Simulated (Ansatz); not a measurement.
The same path of Cl2GeH2O + FH (8 atoms, charge 0, multiplicity 1) was run twice with different band settings. Lost on the way: Ge1–H2, F7–H8. Made: Ge1–F7, H2–H8.

Computed with RKS B3LYP-D4/def2-SVP in Ansatz 0.2.0.

Relaxed end points:

```xyz
8
Properties=species:S:1:pos:R:3
Ge 0.315 -0.326 0.157
H 0.461 -0.467 1.662
O 1.937 -0.213 -0.524
H 1.965 -0.207 -1.491
Cl -0.757 1.518 -0.376
Cl -0.748 -1.937 -0.802
F -2.269 -0.018 1.741
H -2.228 0.697 1.141
```

```xyz
8
Properties=species:S:1:pos:R:3
Ge -0.099 -0.359 -0.676
H -1.425 1.133 3.156
O 1.632 -0.140 -0.824
H 2.131 -0.965 -0.733
Cl -1.022 1.533 -0.963
Cl -0.861 -1.845 -2.015
F -0.465 -0.921 0.923
H -1.216 0.613 2.640
```

Common settings: spring 5.0 eV/Å²; optimiser quadratic models (default); start path through a guess of the saddle point; force threshold 0.05 eV/Å; iteration limit 60; end points relaxed.

| run | movable images | climbing image |
| --- | --- | --- |
| 1 | 7 | yes |
| 2 | 8 | no |

Question: What does each run give, and how far can it be trusted?

Answer: Run 1: converged after 31 iterations, highest image 1.706 eV above the first end. Neighbouring images differ by up to 1.8 eV, so the band resolves the path poorly. A vibrational analysis at the climbing image gives one clearly imaginary mode, 1181i cm⁻¹: a first-order saddle point.
Run 2: not converged after 60 iterations, highest image 0.917 eV above the first end. The band didn't meet its force threshold, so its energies are provisional: the largest band force was still 0.28 eV/Å, and over the last iterations the top moved between 0.87 and 0.92 eV.
The orbitals stay closed-shell, which can raise the energy where a bond breaks towards radicals; this wasn't checked here.
